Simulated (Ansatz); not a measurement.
Reaction R1 → P1 + P2, each structure at its B3LYP-D3(BJ)/def2-TZVP stationary point, reached from a drawn start (curvature not checked).
R1, F3Y (SMILES [F][Y]([F])[F]) (charge 0, multiplicity 1):
```xyz
4

Y      0.00053    -0.00023     0.00062
F      2.00997    -0.00936    -0.00920
F     -0.99662     1.74445    -0.00199
F     -1.01388    -1.73486     0.01067
```
P1, F2Y (SMILES [F][Y][F]) (charge 0, multiplicity 2, Z-matrix in Å and degrees):
```
Y
F 1 1.9799
F 1 1.9799 2 116.50
```
P2: F atom, charge 0, multiplicity 2.

P less R. No zero-point or thermal terms; singlets are restricted closed shells; open shells are unrestricted; no spin–orbit coupling. The spin states of the d-block species are the ones drawn and need not be the lowest.

The values were computed with Ansatz (a first-principles code) with Gaussian orbitals. Each number belongs to the level named beside it. Elements past Kr take the def2 small-core potentials, without spin–orbit coupling.

Question: One of these levels gives 493.0 kJ/mol for the reaction energy. Name it.
A. HF/def2-SVP
B. B3LYP/def2-TZVPP
C. SVWN5/def2-TZVPP

Answer: A, HF/def2-SVP. The others give 714.0 (SVWN5/def2-TZVPP), 631.2 (B3LYP/def2-TZVPP)
